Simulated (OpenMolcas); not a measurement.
**Multiplet structure of Cl+**

- Program: OpenMolcas
- Method: XMS-RASPT2, IPEA 0.25 Eh, imaginary shift 0.1 Eh (closed shells correlated: 2s 2p)
- Basis: ANO-RCC-VQZP [6s5p3d2f1g]
- Scalar Hamiltonian: DKH2, point nucleus
- Active space: 6 electrons in 9 orbitals (RAS2 3s 3p; RAS3 3d, at most 2 electrons)
- State averaging: 2S+1 = 3 even, 3 roots; 2S+1 = 1 even, 6 roots; 2S+1 = 3 odd, 3 roots; 2S+1 = 1 odd, 3 roots
- Spin-orbit coupling: RASSI with atomic mean-field integrals over the reference wave functions, term energies averaged over their components

With spin-orbit coupling, above the lowest level:

```csv
Configuration,Term,J,E (cm⁻¹),Measured (cm⁻¹),Term weight %
3s² 3p⁴,³P,2,0.0,0.0,100
3s² 3p⁴,³P,1,626,696,100
3s² 3p⁴,³P,0,904,996,100
3s² 3p⁴,¹D,2,11830,11654,100
3s² 3p⁴,¹S,0,28270,27878,100
3s 3p⁵,³P°,2,95350,93368,100
3s 3p⁵,³P°,1,95920,94000,100
3s 3p⁵,³P°,0,96210,94334,100
```

Against the 7 measured excited levels shown (NIST Handbook of Basic Atomic Spectroscopic Data) the mean absolute deviation is 930 cm-1; the largest miss in energy is 3s 3p⁵ ³P°₂: computed 95350, measured 93368 cm⁻¹ (+2.1 %), and the largest in proportion 3s² 3p⁴ ³P₁ (-10.1 %).

Spin-orbit coupling puts the lowest level 321 cm⁻¹ below the lowest spin-free term.

For ³P the intervals divided by the larger J are -278.6, -312.8 cm-1. Landé's interval rule makes them equal in pure LS coupling; they differ by 12 % of their mean. The multiplet is inverted.

Term energies are means over components that CASPT2 splits; among the terms shown or strongly mixed into the levels shown the widest spread is 230 cm-1 (3s² 3p⁴ ¹D). The run also gave levels led by 3s² 3p³ 3d, which use shells meant for correlation; these and all levels above them are left out. Some terms mix strongly with configurations of 3d, whose occupation reaches 0.28 (3s 3p⁵ ³P°). Measured partners are found by configuration, term and J. A level has none where our copy of the source lacks it or the pairing is in doubt (some pairs that miss far off the trend of their configuration count as doubtful), and it then counts in no deviation. Levels of configurations outside the active space are missing. The first state left out of the spin-orbit step lies near 140000 cm-1 above the lowest spin-free state of the reference (among the parities and spins computed), and the list stops at four fifths of that energy or lower.

The term weight is that of the spin-free term in the level, not the purity of its configuration. ° marks odd parity.
